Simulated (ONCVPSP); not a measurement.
# Cutoff test, Rb (Z = 37), ONCV

- Element: rubidium (Rb)
- Generator: ONCVPSP 4.0.1
- Type: optimised norm-conserving Vanderbilt (ONCV)
- Functional: PBE
- Relativity: scalar-relativistic
- Frozen core: [Ar] 3d10
- Valence charge: 9
- Reference configuration: 4s2 4p6 4d0.5 5s0.5
- Partial waves: 4s+5s: rc 2.35 bohr, ncon 4, nbas 7, qcut 6.1 1/bohr, 2 projectors; 4p: rc 1.65 bohr, ncon 4, nbas 8, qcut 4 1/bohr, 2 projectors, debl 2.9 Ha; 4d: rc 4.00 bohr, ncon 4, nbas 8, qcut 2.4 1/bohr, 1 projector; f scattering state at 0.39 Ha: rc 3.00 bohr, ncon 4, nbas 7, qcut 3.5 1/bohr, 3 projectors, debl 1.7 Ha
- Local potential: polynomial inside 1.10 bohr (lpopt 2, dvloc0 0 Ha)
- Core correction: none

**Question.** For each optimised wave give the share of its norm inside rc, the residual kinetic energy above qcut (Ha) and the cutoffs (Ha) for errors of 10, 1, 0.1 and 0.01 mHa per electron.

**Answer.**

```tsv
wave	norm inside rc	residual KE	10 mHa	1 mHa	0.1 mHa	0.01 mHa
4s	0.942	6.3e-08	6.8	10.1	12.6	14.6
5s	0.040	2.2e-08	1.8	8.1	11.3	13.9
4p	0.513	2.6e-03	4.8	23.0	70.2	81.9
p projector 2	0.090	4.7e-03	6.5	14.5	45.6	77.9
4d	0.150	4.8e-04	1.5	2.6	8.7	29.3
f projector 1	0.138	2.0e-04	2.4	4.7	7.6	19.7
f projector 2	0.279	7.6e-02	10.0	25.6	29.7	36.6
f projector 3	0.191	5.3e-01	11.2	17.6	32.8	40.1
```

The occupied waves need 23 Ha and 70 Ha for 1 and 0.1 mHa. Note: ghosts flagged at negative energy: d at -146.0 eV; no localised positive-energy state flagged. A true bound ghost makes a file unfit for plane-wave use. 1 of 4 tests not solved or not reliable.
